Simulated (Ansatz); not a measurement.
Gas-phase electronic energies from Ansatz, PBE0-D4/def2-TZVP geometries. CBS: MP2 limit from def2 TZ/QZ plus the TZ coupled-cluster correction, frozen cores. Functionals use def2-TZVPP. B3LYP here is the variant with VWN-RPA as its local correlation; programs differ in this. For Ge outer-core shells are correlated without core-valence functions, which leaves a few kJ/mol of doubt a bond. Scalar relativity is left out up to krypton. Each species was taken in one conformer, which may not be the lowest.

`[OH][GeH]([F])[GeH3]` → GeH₄ + `[OH][Ge][F]`  (germylene formation by 1,1-elimination)

Is it downhill or uphill in electronic energy at CCSD(T)/CBS, and by how much? (Best estimate.)

Computed: Uphill: ΔE = +13.0 kcal/mol.

What do these levels give: r2SCAN-D4, B97M-V, PBE0-D4, B3LYP-D4, r2SCAN0-D4, BHLYP-D4, B3LYP, r2SCANh, RPA@PBE/def2-TZVPP, CCSD/def2-SVP, MP2/def2-TZVPP, MP2/CBS(def2)? (Estimate.)

The calculation gave: r2SCAN-D4 14.6, B97M-V 12.9, PBE0-D4 15.2, B3LYP-D4 9.0, r2SCAN0-D4 16.9, BHLYP-D4 13.6, B3LYP 6.2, r2SCANh 15.1, RPA@PBE/def2-TZVPP 12.2, CCSD/def2-SVP 12.4, MP2/def2-TZVPP 16.8, MP2/CBS(def2) 14.5 kcal/mol.

Largest T1 diagnostic among the species: 0.015.

From r2SCAN to r2SCAN0 (25 % exact exchange), in def2-TZVPP and without D4, ΔE moves by +2.2 kcal/mol. Leaving LDA and LC-ωPBE aside and taking each functional with its dispersion term where it has one, the values, not all of them listed here, spread over 13.1 kcal/mol, from BLYP-D4 to PBE-QIDH. LDA lies +7.4 kcal/mol from PBE without D4. In def2-TZVPP, CCSD(T) changes the Hartree–Fock value by +3.8 kcal/mol (the triples alone add +0.1 kcal/mol) and MP2 by +5.3 kcal/mol.
